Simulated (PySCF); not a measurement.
## The third ionisation energy along the 4p block

Calculated with PySCF 2.14 from differences of total energies of unrestricted determinants, without spin-orbit coupling. Values in eV. The last column holds reference values (NIST; (s) semi-empirical, (t) theoretical, else measured). Unmarked ones compare directly (S terms, centres of terms, or small fine structure); those marked * lie between the lowest fine-structure levels and include a spin-orbit shift.

```
                                                                              element                         configurations     UHF     LDA  MP2 (valence)  SCS-MP2 (valence)  MP2 (valence and next inner shell)  SCS-MP2 (valence and next inner shell)         reference
Ga (x2c-QZVPPall with one added diffuse shell each of s, p, d, f type, spin-free X2C)              [Ar] 3d10 4s1 → [Ar] 3d10  29.633  31.931            n/a                n/a                              30.691                                  30.491            30.726
Ge (x2c-QZVPPall with one added diffuse shell each of s, p, d, f type, spin-free X2C)          [Ar] 3d10 4s2 → [Ar] 3d10 4s1  32.195  34.825         33.015             33.179                              33.921                                  33.908            34.058
Se (x2c-QZVPPall with one added diffuse shell each of s, p, d, f type, spin-free X2C)  [Ar] 3d10 4s2 4p2 → [Ar] 3d10 4s2 4p1  30.997  31.755         31.429             31.353                              31.619                                  31.488  31.697 ± 0.019 *
Br (x2c-QZVPPall with one added diffuse shell each of s, p, d, f type, spin-free X2C)  [Ar] 3d10 4s2 4p3 → [Ar] 3d10 4s2 4p2  34.644  35.303         35.210             35.051                              35.392                                  35.182  34.871 ± 0.019 *
Kr (x2c-QZVPPall with one added diffuse shell each of s, p, d, f type, spin-free X2C)  [Ar] 3d10 4s2 4p4 → [Ar] 3d10 4s2 4p3  34.333  35.842         35.174             35.273                              35.317                                  35.370   35.838 ± 0.02 *
```

Q: Fill in the row of As (x2c-QZVPPall with one added diffuse shell each of s, p, d, f type, spin-free X2C) ([Ar] 3d10 4s2 4p1 → [Ar] 3d10 4s2).

A: UHF 27.491; LDA 28.259; MP2 (valence) 27.782; SCS-MP2 (valence) 27.775; MP2 (valence and next inner shell) 27.979; SCS-MP2 (valence and next inner shell) 27.914; reference 28.349 ± 0.012 * (eV).

"Valence" correlates the outer s and p shells and, in groups 3 to 12 and the f block, the outer d or f shell, open or full, or the next shell where the ion has no valence electron left; the wider scheme adds the next inner shell.
